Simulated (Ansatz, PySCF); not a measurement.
Caution: the restricted solution is unstable towards spin-unrestricted or complex orbitals, so a lower solution exists and this singlet may not be the ground state. This singlet lies 0.08 eV below the relaxed triplet at the level frozen-core CCSD(T)/cc-pVTZ // B3LYP-D3(BJ)/def2-TZVP (Ansatz, a program for electronic structure); other levels give the other order.

B3LYP has the VWN-RPA correlation part, as in Gaussian. 

```xyz
8

C     -1.5279     0.0107     0.0731
Si    -0.3012    -0.5527    -1.2930
Al     1.8694    -0.0664    -0.1412
H     -1.3140    -0.3931     1.0659
H     -2.5601    -0.2236    -0.1888
H     -1.4443     1.1020     0.1641
H      2.6561    -1.2026     0.6539
H      2.6221     1.3257    -0.3341
```

Charge 0, multiplicity 1.

**Question.** Give the Mulliken and meta-Löwdin atomic charges from B3LYP-D3(BJ)/def2-TZVP run with PySCF 2.14.0.

**Answer.** 
```json
[
 {"atom": "C1", "Mulliken (e)": "-0.50", "meta-Löwdin (e)": "-0.55"},
 {"atom": "Si2", "Mulliken (e)": "0.03", "meta-Löwdin (e)": "0.17"},
 {"atom": "Al3", "Mulliken (e)": "0.31", "meta-Löwdin (e)": "0.29"},
 {"atom": "H4", "Mulliken (e)": "0.13", "meta-Löwdin (e)": "0.12"},
 {"atom": "H5", "Mulliken (e)": "0.14", "meta-Löwdin (e)": "0.12"},
 {"atom": "H6", "Mulliken (e)": "0.13", "meta-Löwdin (e)": "0.13"},
 {"atom": "H7", "Mulliken (e)": "-0.12", "meta-Löwdin (e)": "-0.14"},
 {"atom": "H8", "Mulliken (e)": "-0.12", "meta-Löwdin (e)": "-0.14"}
]
```
